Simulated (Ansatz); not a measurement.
Wavefunction ladder for `CBCC[SiH3]`

Z-matrix (Å, degrees):
```
C
B 1 1.558
H 1 1.102 2 105.6
H 1 1.093 2 113.8 3 -114.7
H 1 1.093 2 115.0 3 117.5
C 2 1.559 1 122.9 3 -106.5
H 2 1.204 1 118.9 3 77.1
C 6 1.553 2 101.7 1 -92.6
H 6 1.093 2 114.1 1 150.0
H 6 1.094 2 113.9 1 24.9
Si 8 1.876 6 111.8 2 -179.4
H 8 1.096 6 110.8 2 -58.3
H 8 1.096 6 110.9 2 59.5
H 11 1.488 8 109.7 6 59.5
H 11 1.488 8 109.8 6 -59.6
H 11 1.489 8 111.5 6 -180.0
```

The species carries charge 0 and has multiplicity 1. All single points use the PBE0-D4/def2-TZVP geometry. It is one conformer, not always the lowest. Frozen core, restricted reference, the Gaussian-basis code of Ansatz. CBS rows extrapolate triple and quadruple zeta; past MP2 they add the triple-zeta difference.

```tsv
basis	HF (Eh)	MP2 corr.
def2-SVP	-433.42427	-0.62155
def2-TZVPP	-433.68235	-0.76196
def2-QZVPP	-433.69840	-0.81028
```

Estimate the CCSD correlation energy and the (T) correction in each basis where they were run (hartree).


```csv
basis,CCSD corr.,(T)
def2-SVP,-0.69937,-0.02000
def2-TZVPP,-0.83146,-0.03107
CBS(def2),-0.91557,as TZ
```
